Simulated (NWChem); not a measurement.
Species: C$_{2}$H$_{4}$AlFO; SMILES C=[CH][Al]([OH])[F]

```xyz
9

Al     0.0428    -0.4236     0.0000
F     -0.8629    -1.8218     0.0000
C     -0.7723     1.3198     0.0000
C     -0.0153     2.4285     0.0000
H     -1.8623     1.4532     0.0000
H     -0.4490     3.4371     0.0000
H      1.0804     2.3835     0.0000
O      1.7330    -0.5313     0.0000
H      2.2556    -1.3339     0.0000
```
Atoms are numbered in this order, from 1.

Results from NWChem. Pople sets run with spherical d functions. The geometry was optimised at PBE0/def2-SVP. Atomic charges in e: unrestrained fits to the electrostatic potential beside Mulliken populations; buried atoms are poorly determined by the fit.

For level Hartree-Fock/6-31G*:

- ESP Al1: 1.30
- Mulliken Al1: 1.30
- Mulliken F2: -0.61
- ESP C3: -0.58
- Mulliken C3: -0.44
- Mulliken C4: -0.34
- ESP O8: -0.92
- Mulliken O8: -0.96

Question: How do the values read with level B3LYP/def2-SVP instead?

Answer: ESP Al1: 1.09
Mulliken Al1: 0.87
Mulliken F2: -0.40
ESP C3: -0.46
Mulliken C3: -0.29
Mulliken C4: 0.00
ESP O8: -0.78
Mulliken O8: -0.46
